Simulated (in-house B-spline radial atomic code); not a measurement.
Inner levels of caesium as electrons are removed. A shift is the extra binding of the orbital against the neutral atom ([Xe] 6s1). Computed with a radial B-spline atomic code at the basis-set limit: non-relativistic Hartree-Fock, average of the configuration, point nuclei.

This level leaves out relativity, spin-orbit splitting included, which matters for heavy ions.

```json
{"ion": "Cs41+", "configuration": "[Ne] 3s2 3p2", "shift of 1s (eV)": "2548.77", "radius of 1s (bohr)": "0.027609", "Σ<r²> (bohr²)": "0.44514", "change of density at nucleus (bohr⁻³)": "536.91"}
{"ion": "Cs42+", "configuration": "[Ne] 3s2 3p1", "shift of 1s (eV)": "2680.72", "radius of 1s (bohr)": "0.027605", "Σ<r²> (bohr²)": "0.36066", "change of density at nucleus (bohr⁻³)": "619.09"}
{"ion": "Cs43+", "configuration": "[Ne] 3s2", "shift of 1s (eV)": "2814.43", "radius of 1s (bohr)": "0.027601", "Σ<r²> (bohr²)": "0.27835", "change of density at nucleus (bohr⁻³)": "702.77"}
{"ion": "Cs44+", "configuration": "[Ne] 3s1", "shift of 1s (eV)": "2939.51", "radius of 1s (bohr)": "0.0276", "Σ<r²> (bohr²)": "0.1903", "change of density at nucleus (bohr⁻³)": "-716.03"}
{"ion": "Cs45+", "configuration": "[He] 2s2 2p6", "shift of 1s (eV)": "3065.97", "radius of 1s (bohr)": "0.027598", "Σ<r²> (bohr²)": "0.10414", "change of density at nucleus (bohr⁻³)": "-2173.24"}
{"ion": "Cs46+", "configuration": "[He] 2s2 2p5", "shift of 1s (eV)": "3380.18", "radius of 1s (bohr)": "0.027579", "Σ<r²> (bohr²)": "0.091011", "change of density at nucleus (bohr⁻³)": "-1947.21"}
{"ion": "Cs47+", "configuration": "[He] 2s2 2p4", "shift of 1s (eV)": "3698.52", "radius of 1s (bohr)": "0.027559", "Σ<r²> (bohr²)": "0.078307", "change of density at nucleus (bohr⁻³)": "-1717.26"}
{"ion": "Cs48+", "configuration": "[He] 2s2 2p3", "shift of 1s (eV)": "4020.99", "radius of 1s (bohr)": "0.027538", "Σ<r²> (bohr²)": "0.066008", "change of density at nucleus (bohr⁻³)": "-1483.38"}
{"ion": "Cs49+", "configuration": "[He] 2s2 2p2", "shift of 1s (eV)": "?", "radius of 1s (bohr)": "?", "Σ<r²> (bohr²)": "?", "change of density at nucleus (bohr⁻³)": "?"}
{"ion": "Cs50+", "configuration": "[He] 2s2 2p1", "shift of 1s (eV)": "?", "radius of 1s (bohr)": "?", "Σ<r²> (bohr²)": "?", "change of density at nucleus (bohr⁻³)": "?"}
{"ion": "Cs51+", "configuration": "[He] 2s2", "shift of 1s (eV)": "5013.08", "radius of 1s (bohr)": "0.027473", "Σ<r²> (bohr²)": "0.031389", "change of density at nucleus (bohr⁻³)": "-758.05"}
{"ion": "Cs52+", "configuration": "[He] 2s1", "shift of 1s (eV)": "5301.53", "radius of 1s (bohr)": "0.027471", "Σ<r²> (bohr²)": "0.016547", "change of density at nucleus (bohr⁻³)": "-6801.92"}
{"ion": "Cs53+", "configuration": "1s2", "shift of 1s (eV)": "?", "radius of 1s (bohr)": "?", "Σ<r²> (bohr²)": "?", "change of density at nucleus (bohr⁻³)": "?"}
{"ion": "Cs54+", "configuration": "1s1", "shift of 1s (eV)": "6523.42", "radius of 1s (bohr)": "0.027273", "Σ<r²> (bohr²)": "0.00099174", "change of density at nucleus (bohr⁻³)": "-64666.6"}
```

Fill in the row of Cs49+.

shift of 1s (eV): 4347.58; radius of 1s (bohr): 0.027517; Σ<r²> (bohr²): 0.054098; change of density at nucleus (bohr⁻³): -1245.56.

Fill in the row of Cs50+.

shift of 1s (eV): 4678.28; radius of 1s (bohr): 0.027495; Σ<r²> (bohr²): 0.042563; change of density at nucleus (bohr⁻³): -1003.78.

Fill in the row of Cs53+.

shift of 1s (eV): 5592.56; radius of 1s (bohr): 0.02746; Σ<r²> (bohr²): 0.0020125; change of density at nucleus (bohr⁻³): -12987.8.
